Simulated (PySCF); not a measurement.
Isomers of C3H9F3Si2, one GFN2-xTB conformer each. Single-point energies are computed at PBE0/pcSseg-1 (PySCF, gas phase, no added dispersion term), electronic only.

```json
{"SMILES": "FCC(F)(CF)[SiH2][SiH3]", "GFN2-xTB relative energy (kJ/mol)": "12.6"}
{"SMILES": "C[SiH2]C[SiH2]C(F)(F)F", "GFN2-xTB relative energy (kJ/mol)": "0.0"}
```

Conformers: `[F:1][CH2:2][C:3]([F:4])([CH2:5][F:6])[SiH2:7][SiH3:8]` with F1–C2–C3–F4 -173°, C2–C3–C5–F6 -157°, C2–C3–Si7–Si8 -154°; `[CH3:1][SiH2:2][CH2:3][SiH2:4][C:5]([F:6])([F:7])[F:8]` with C1–Si2–C3–Si4 -85°, Si2–C3–Si4–C5 62°.

Question: What does PBE0/pcSseg-1 give for the same structures?

Answer: 
| SMILES | PBE0/pcSseg-1 E (Eh) | PBE0/pcSseg-1 (kJ/mol) | GFN2-xTB (kJ/mol) | point group |
| --- | --- | --- | --- | --- |
| C[SiH2]C[SiH2]C(F)(F)F | -997.54300 | 0.0 | 0.0 | C1 |
| FCC(F)(CF)[SiH2][SiH3] | -997.48697 | 147.1 | 12.6 | C1 |

Both levels put the same isomer lowest. As drawn, the lower has two fluorines on one carbon, which the higher lacks; the higher has an Si–Si bond, which the lower lacks.

Question: Which frontier levels, dipoles and rotational constants go with these structures?

Answer: 
```
                SMILES  HOMO (eV, PBE0/pcSseg-1)  LUMO (eV)  dipole (D)       A, B, C (MHz)
C[SiH2]C[SiH2]C(F)(F)F                     -8.98       0.31        2.48  2041, 909.5, 746.9
FCC(F)(CF)[SiH2][SiH3]                     -8.44      -0.22        1.29  1899, 905.9, 819.1
```
